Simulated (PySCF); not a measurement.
**Which determinant of TlIn⁺ lies lowest?**

Unrestricted PBE0; PySCF, scalar-relativistic core potentials, basis sets Tl def2-SVP with ECP60, In def2-SVP with ECP28. Outer shells of the fragments: Tl 5d10 6s2 6p1; In+ 4d10 5s2.

Followed along the bond (rough minima from three points):

```tsv
2Ms+1	unpaired	⟨S²⟩ at the start	R at minimum (Å)	Te (eV)
2	σ ↑	0.76	3.63	0.00
2	π ↑	0.75	3.25	0.66
4	σ ↑↑, π ↑	3.75	2.93	4.41
```

Solutions found at the starting distance of 2.920 Å, counted from the lowest of them; the search is not exhaustive and high or unbound solutions are not listed, so other states can lie among these:

| 2Ms+1 | unpaired | term | E (eV) | ⟨S²⟩ | ⟨Lz²⟩ | μ (D) |
| --- | --- | --- | --- | --- | --- | --- |
| 2 | σ ↑ | ²Σ⁺ | 0.00 | 0.76 | 0.00 | 1.81 |
| 2 | π ↑ | ²Π | 0.29 | 0.75 | 1.00 | 1.83 |
| 4 | σ ↑↑, π ↑ | ⁴Π | 3.95 | 3.75 | 1.00 | 1.62 |
| 4 | σ ↑, π ↑↑ | ⁴Σ⁻ | 4.43 | 3.75 | 0.00 | 1.09 |
| 2 | σ ↑↑, π ↓ | mixed | 4.62 | 1.75 | 1.00 | 2.19 |
| 4 | σ ↑, π ↑↑ | mixed | 6.16 | 3.76 | 2.01 | 3.55 |
| 4 | σ ↑↑↑ | ⁴Σ⁺ | 8.10 | 3.75 | 0.00 | 3.70 |

A term symbol is given only where ⟨S²⟩ and ⟨Lz²⟩ are close to those of a pure state; real π, δ and φ orbitals otherwise mix terms. A positive dipole points towards In; it is taken about the centre of mass and depends on that origin.

Compare the gap between the two lowest followed solutions at the starting distance with the gap between their minima.

At PBE0 the second solution (doublet, unpaired electrons π ↑) lies +0.29 eV from the first (doublet, unpaired electrons σ ↑) at 2.920 Å and +0.66 eV at the minima; the two curves relax by different amounts, since their minima lie near 3.25 and 3.63 Å.

Spin–orbit coupling is left out, which matters for elements this heavy, above all for dissociation energies. Counting both spins, an empty level lies below a filled one in some of these solutions, because spin and occupation are held.
